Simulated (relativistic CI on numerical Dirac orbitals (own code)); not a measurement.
**Energy levels of Os6+**

Calculated at this level of theory: Dirac-Coulomb-Breit CI, KLI orbitals optimised for each configuration, model QED (radiative potential, 1s self-energy scaled to tabulated hydrogen-like ionisation energies), valence Slater integrals scaled by 0.9, configuration energies shifted to the measured levels that pair with them (semi-empirical) (own radial code, finite nucleus).

CI space (outside the closed core [Kr] 4d10): 4f14 5s2 5p6 5d2, 4f14 5s2 5p6 5d 6s, 4f14 5s2 5p6 5d 5f, 4f14 5s2 5p6 5d 6p, 4f14 5s2 5p5 5d3, 4f14 5s2 5p6 6s2, 4f14 5s2 5p6 5d 5g, 4f14 5s2 5p6 5f2, 4f14 5s2 5p6 5d 6d, 4f14 5s2 5p6 6s 6p, 4f14 5s2 5p6 5d 7s, 4f14 5s2 5p4 5d4, 4f14 5s2 5p6 5d 7p, 4f14 5s2 5p6 5g2, 4f14 5s2 5p6 5d 6f, 4f12 5s2 5p6 5d4, 4f14 5s2 5p6 6p2, 4f14 5s2 5p5 5d2 5f, 4f14 5s2 5p6 5d 7d, 4f13 5s2 5p6 5d3, 4f14 5s2 5p6 5f 6s, 4f14 5s 5p6 5d3, 4f14 5s2 5p6 5d 7f, 4f14 5s2 5p5 5d2 5g, 4f14 5s2 5p5 5d2 6s, 4f14 5s2 5p6 5f 6p, 4f13 5s2 5p6 5d2 6s, 4f14 5s2 5p6 5g 6s, 4f14 5s2 5p6 5f 5g, 4f14 5s 5p6 5d2 5f. Levels of other configurations are missing.

```tsv
No.	Configuration	Term	J	E (cm⁻¹)	%	Next component (%)	Landé g	Lifetime (s)
41	4f14 5s2 5p6 5d 5f‡	3G°	5	344171	77	11 3H°	1.177	3.23e-11
42	4f14 5s2 5p6 5d 6d‡	3G	3	344504	62	33 1F	0.861	1.03e-10
43	4f14 5s2 5p6 5d 6d‡	3D	1	344687	69	29 1P	0.678	1.02e-10
44	4f14 5s2 5p6 6s 6p‡	3P°	1	345905	47	26 4f14 5s2 5p6 5d 5f 3D°	1.175	6.28e-11
45	4f14 5s2 5p5 5d3‡	5D°	2	348573	33	33 5F°	1.222	3.57e-10
46	4f14 5s2 5p6 5d 5f‡	3P°	2	348819	40	32 3D°	1.313	5.50e-11
47	4f14 5s2 5p6 5d 6d‡	3G	3	349098	30	28 1F	1.009	1.24e-10
48	4f14 5s2 5p6 5d 6d‡	3F	2	349369	62	34 3D	0.851	1.04e-10
49	4f14 5s2 5p5 5d3‡	5D°	1	350182	59	24 5F°	1.060	2.11e-09
50	4f14 5s2 5p6 5d 6d‡	3D	2	350771	51	20 3F	1.060	1.07e-10
51	4f14 5s2 5p5 5d3‡	5F°	3	350937	46	34 5D°	1.305	8.59e-10
52	4f14 5s2 5p6 5d 5f‡	1F°	3	351592	63	18 3D°	1.066	3.06e-11
53	4f14 5s2 5p6 5d 6d‡	3G	4	351602	83	11 1G	1.056	1.26e-10
54	4f14 5s2 5p6 5d 5f‡	3P°	0	352227	72	13 4f14 5s2 5p6 6s 6p 3P°		6.48e-11
55	4f14 5s2 5p6 5d 5f‡	3P°	1	352890	53	33 4f14 5s2 5p6 6s 6p 3P°	1.435	5.88e-11
56	4f14 5s2 5p5 5d3‡	5D°	0	353024	87	6 3P°		5.09e-10
57	4f14 5s2 5p6 5d 6d‡	3S	1	353612	38	25 1P	1.396	1.25e-10
58	4f14 5s2 5p5 5d3‡	5F°	4	354888	49	29 5D°	1.349	8.17e-08
59	4f14 5s2 5p5 5d3‡	5S°	2	356072	69	16 5P°	1.890	1.48e-09
60	4f14 5s2 5p6 5d 6d‡	3P	0	356773	80	18 1S		1.18e-10
61	4f14 5s2 5p6 5d 6d‡	3F	3	359187	46	35 1F	1.056	1.09e-10
62	4f14 5s2 5p6 5d 6d‡	3D	3	359911	64	32 3F	1.241	1.11e-10
63	4f14 5s2 5p6 5d 5f‡	1P°	1	360409	72	9 4f14 5s2 5p6 6s 6p 3P°	1.022	3.49e-11
64	4f14 5s2 5p6 5d 5f‡	1H°	5	361041	77	9 4f14 5s2 5p5 5d3 1H°	1.018	2.29e-11
65	4f14 5s2 5p5 5d3‡	5F°	5	361599	44	43 5G°	1.305	4.24e-10
66	4f14 5s2 5p6 5d 6d‡	3G	5	361772	100		1.200	1.32e-10
67	4f14 5s2 5p6 5d 6d‡	3F	4	362631	61	23 1G	1.162	1.04e-10
68	4f14 5s2 5p6 5d 6d‡	1D	2	362693	38	32 3P	1.138	1.01e-10
69	4f14 5s2 5p6 5d 6d‡	1P	1	362831	43	26 3P	1.230	1.27e-10
70	4f14 5s2 5p5 5d3‡	3F°	2	363167	40	29 5D°	0.999	8.34e-09
71	4f14 5s2 5p5 5d3‡	5D°	3	364157	29	26 3F°	1.212	4.07e-09
72	4f14 5s2 5p5 5d3‡	5D°	4	364893	47	21 3F°	1.336	7.18e-09
73	4f14 5s2 5p5 5d3‡	3D°	1	365483	38	29 5D°	0.711	9.12e-10
74	4f14 5s2 5p6 5d 6d‡	3P	1	365535	54	43 3S	1.696	1.06e-10
75	4f14 5s2 5p6 5d 6d‡	1G	4	367804	65	32 3F	1.082	1.21e-10
76	4f14 5s2 5p5 5d3‡	5G°	6	368279	77	19 3H°	1.290	1.11e-04
77	4f14 5s2 5p6 6s 6p‡	3P°	2	369089	97	2 4f14 5s2 5p6 5d 5f 3P°	1.500	7.83e-11
78	4f14 5s2 5p6 5d 6d‡	3P	2	369808	58	38 1D	1.283	1.21e-10
79	4f14 5s2 5p5 5d3‡	3G°	3	369984	54	26 3F°	0.919	5.97e-10
80	4f14 5s2 5p5 5d3‡	3G°	4	373401	52	22 3F°	1.105	2.00e-09
81	4f14 5s2 5p5 5d3‡	3F°	2	374496	27	26 3D°	1.143	4.34e-10
82	4f14 5s2 5p6 5d 6d‡	1S	0	377818	79	19 3P		1.44e-10
83	4f14 5s2 5p6 5d 7s‡	3D	1	377917	100		0.498	9.46e-11
84	4f14 5s2 5p5 5d3‡	5D°	3	378312	26	23 3D°	1.238	7.47e-10
85	4f14 5s2 5p5 5d3‡	3G°	5	378319	39	33 5F°	1.244	1.22e-09
```

Energies count from the lowest computed level; ° marks odd parity; lifetimes are radiative, by E1, M1, E2 decay to levels of this space only. ‡ marks configurations that were not tied to measured data.

The mean weight of the leading LS term, summed over parents, in these 45 levels is 58 %, and that of the leading jj configuration (from the same eigenvectors) 68 %, so jj coupling describes them better and the LS labels are nominal.

Configurations whose levels could be paired with our table of measured levels were shifted onto them, all but the ground configuration, by the median error of their levels; single terms can still be off by 1,000 to 2,000 cm⁻¹ or more, and rates follow the energies as ν³ (E1, M1) or ν⁵ (E2). The others borrow a shift and can be off by several thousand cm⁻¹ or more. Levels and lines within the n = 5 or 6 shells can be off by up to 10 % or somewhat more, and those that change n by about 2 %, since core polarisation is missing. 10 of the 11 excited levels that our extract of the measured tables holds in this range could be paired (the sources list more); they are missed by 590 cm⁻¹ on average and 2026 at most, after the shifts were fitted to these levels, and levels without a partner can miss by more. Some levels of the ground configuration have no partner and can miss by 10 % or more. Levels that differ in their count of f electrons can be misplaced by several ten thousand cm⁻¹, since the correlation energy of f electrons is missing or only estimated; rates across such gaps can be off by orders of magnitude.

LS names give the leading component of a level, which can be under half, so a name can repeat, a term be missing and a line seem to break the LS rules.
